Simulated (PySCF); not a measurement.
A structure optimised at PBE-D3(BJ)/def2-SVP, used in a PySCF frequency run:

```
Si
F 1 1.6481
H 1 1.5071 2 107.25
Si 1 2.3752 3 117.08 2 -138.28
O 4 1.7153 1 88.00 3 -105.54
Si 5 1.7153 4 110.26 1 -9.24
H 4 1.5045 5 110.10 6 -129.74
H 6 1.5045 5 110.10 4 129.74
H 4 1.5047 7 108.98 5 122.86
H 6 1.5047 8 108.98 5 -122.86
```

Question: Write its SMILES, formula and point group.

Answer: F[SiH]1[SiH2]O[SiH2]1, FH5OSi3, Cs

Question: What are its rotational constants (standard atomic weights)?

Answer: 3.3212, 2.0054, 1.3931 GHz
